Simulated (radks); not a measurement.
Values are calculated unless marked as measured or tabulated.
The mean radii <r> (bohr) of the occupied orbitals of an atom or ion are listed with their occupations. Code: a radial shooting solver on a logarithmic mesh with Libxc functionals. Model: non-relativistic Kohn-Sham, Wu-Cohen GGA, spin-polarised, spherical densities, point nucleus.

orbital  occ.     <r>
1s up       1  0.2714
1s down     1  0.2707
2s up       1   1.455
2s down     1   1.479
2p up       1   1.483

Name the element and its charge. Open shells, if any, are filled with parallel spins first.

Answer. Z = 6, carbon, charge +1: C+ in [He] 2s2 2p1. The 1s radius gives Z: for a bare nucleus <r> = 1.5/Z, 0.25 bohr for Z = 6, and screening makes it slightly larger (0.2714 here). The occupations add up to 5, and the charge is Z minus that.
